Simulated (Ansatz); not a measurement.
Input file for Ansatz (a first-principles code): R-PBE/def2-TZVPP on HNP (SMILES [NH+]#P). Charge +1.

Ansatz 0.2 input:
```yaml
crystal:
  periodic: [false, false, false]
  atoms:
    - {symbol: N, position_ang: [-0.00000000, -0.00000000, -0.90473460]}
    - {symbol: P, position_ang: [0.00000000, 0.00000000, 0.55016965]}
    - {symbol: H, position_ang: [-0.00000000, -0.00000000, -1.91940251]}
basis:
  gaussian:
    orbitals: def2-TZVPP
hamiltonian:
  xc: {name: PBE}
total_charge: 1
accuracy: high
relax: {f_tol: 0.0005, max_steps: 60}
scf: {lower_state_search: off}
output: {forces: true}
```

Program output:

```
Functional definition: PBE
[...]
these checks for a lower state are left out or cut short: stability, starts, cluster_reference, orbital_swaps, neighbouring_geometries, increment
integrals: 0.09 GiB planned
1299 factors; integrals over basis functions are off by at most 2.2e-9 eV
mean field: 0.20 GiB planned
mean field evaluation 1: about -10753.2873 eV, gradient 1.2e2 eV
mean field evaluation 2: about -10641.5185 eV, gradient 1.9e2 eV
mean field evaluation 4: about -10780.4391 eV, gradient 1.6e1 eV
mean field evaluation 8: about -10781.0143 eV, gradient 4.2e-1 eV
mean field evaluation 16: about -10781.0147 eV, gradient 8.9e-6 eV
mean field -10781.01470551 eV, -396.1949827933 hartree, gradient 1.8e-8 eV, S^2 0.000000; 0 other end points of the search recorded, 0 dependent functions left out
the calculation of the forces begins
reference -10781.01470796 eV, -396.1949828834 hartree; 11, 11 occupied and 76, 76 virtual orbitals, 1299 factors
relax step   1: F+E_penalty+E_count = -10781.01470551 eV  Δ(F+E_penalty+E_count) = +0.000e0 eV  max|allowed force component| = 1.083e0 eV/Å  Δτ_max = 0.0000 Å  (18 SCF iters, accepted)
these checks for a lower state are left out or cut short: stability, starts, cluster_reference, orbital_swaps, neighbouring_geometries, increment
integrals: 0.09 GiB planned
1299 factors; integrals over basis functions are off by at most 2.2e-9 eV
mean field: 0.20 GiB planned
mean field -10781.02201490 eV, -396.1952514084 hartree, gradient 2.1e-8 eV, S^2 0.000000; 0 other end points of the search recorded, 0 dependent functions left out
the calculation of the forces begins
reference -10781.02201736 eV, -396.1952514986 hartree; 11, 11 occupied and 76, 76 virtual orbitals, 1299 factors
relax step   2: F+E_penalty+E_count = -10781.02201490 eV  Δ(F+E_penalty+E_count) = -7.309e-3 eV  max|allowed force component| = 4.641e-1 eV/Å  Δτ_max = 0.0072 Å  (26 SCF iters, accepted)
these checks for a lower state are left out or cut short: stability, starts, cluster_reference, orbital_swaps, neighbouring_geometries, increment
integrals: 0.09 GiB planned
1299 factors; integrals over basis functions are off by at most 2.2e-9 eV
mean field: 0.20 GiB planned
mean field evaluation 32: about -10781.0237 eV, gradient 8.0e-1 eV
mean field -10781.02356975 eV, -396.1953085479 hartree, gradient 2.3e-8 eV, S^2 0.000000; 0 other end points of the search recorded, 0 dependent functions left out
the calculation of the forces begins
reference -10781.02357220 eV, -396.1953086381 hartree; 11, 11 occupied and 76, 76 virtual orbitals, 1299 factors
relax step   3: F+E_penalty+E_count = -10781.02356975 eV  Δ(F+E_penalty+E_count) = -1.555e-3 eV  max|allowed force component| = 1.175e-2 eV/Å  Δτ_max = 0.0048 Å  (26 SCF iters, accepted)
these checks for a lower state are left out or cut short: stability, starts, cluster_reference, orbital_swaps, neighbouring_geometries, increment
integrals: 0.09 GiB planned
1299 factors; integrals over basis functions are off by at most 2.2e-9 eV
mean field: 0.20 GiB planned
mean field -10781.02357085 eV, -396.1953085885 hartree, gradient 3.4e-8 eV, S^2 0.000000; 0 other end points of the search recorded, 0 dependent functions left out
the calculation of the forces begins
reference -10781.02357330 eV, -396.1953086787 hartree; 11, 11 occupied and 76, 76 virtual orbitals, 1299 factors
relax step   4: F+E_penalty+E_count = -10781.02357085 eV  Δ(F+E_penalty+E_count) = -1.104e-6 eV  max|allowed force component| = 1.242e-4 eV/Å  Δτ_max = 0.0001 Å  (15 SCF iters, accepted)
Total energy: -10781.02357330 eV, -396.1953086787 hartree
Atom 0 at     0.000000    -0.000000    -0.906933 Å, force    -0.000000     0.000000    -0.000124 eV/Å
Atom 1 at    -0.000000     0.000000     0.562305 Å, force     0.000000    -0.000000     0.000113 eV/Å
Atom 2 at    -0.000000     0.000000    -1.929340 Å, force     0.000000    -0.000000     0.000011 eV/Å
Dipole moment:    -0.000000    -0.000000    -0.043762 e Å
Checks for a lower state left out: stability, starts, cluster_reference, orbital_swaps, neighbouring_geometries, increment
```

Self-consistency was reached.

Cost: about 15 core-seconds (a rough figure).
